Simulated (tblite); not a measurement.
Compound: C8H9N (charge +1 and doublet state).
Cartesian coordinates in Å at the GFN2-xTB level; atoms count from 1:
```xyz
18
C8H9N angstrom
C      0.164    0.184   -2.525
C      0.221   -0.256   -1.217
C      1.430   -0.190   -0.492
C      2.469   -0.144    0.128
C      3.701   -0.064    0.839
N     -0.808   -0.864   -0.655
C     -1.809   -0.846    0.090
C     -2.354    0.320    0.754
C     -3.434    0.239    1.528
H      1.023    0.649   -2.977
H     -0.739    0.090   -3.103
H      4.215   -1.024    0.773
H      4.342    0.701    0.402
H      3.521    0.162    1.890
H     -2.326   -1.792    0.247
H     -1.835    1.255    0.589
H     -3.953   -0.691    1.697
H     -3.834    1.110    2.020
```

Method: GFN2-xTB as coded in tblite; computed harmonic values from a numerical Hessian at the method's own geometry, unscaled. This tight-binding method is rough: wavenumbers can miss measured ones by several per cent, in bad cases by 10 to 20. One conformer, not necessarily the lowest. Open shells enter through the occupations alone, without spin polarisation, and single modes of such species can be off by tens of per cent. The optimisation stopped once no atom felt more than 0.01 eV/Å.

Lowest wavenumbers of the output (negative numbers stand for imaginary wavenumbers):
```
mode    cm-1
  1     -20.7
  2      33.0
  3      78.0
  4     105.7
  5     118.6
  6     160.3
  7     223.7
  8     281.8
```

**Question.** Is this structure a minimum?

**Answer.** Not by this Hessian. 1 mode is imaginary beyond 20i (21i cm⁻¹), so at this level the point lies at or near a first-order saddle. The curvature is small, so loose convergence or finite differences may be the whole cause.

**Question.** Which atoms move in the imaginary mode?

**Answer.** 21i: H12 (hydrogen on carbon) 36 %, H13 (hydrogen on carbon) 32 %, H14 (hydrogen on carbon) 31 %. These are shares of the mass-weighted motion.

**Question.** What is the remedy?

**Answer.** Step along that mode in both directions, optimise again with tighter thresholds and repeat the frequencies. The zero-point energy of this point (86.4 kcal/mol) counts the 47 real modes alone, and thermal corrections from it aren't those of a minimum.

Hardware: Arm Neoverse V1, one thread, on a shared host. Cost: 0.65 s wall. The figure is for the frequency step alone.
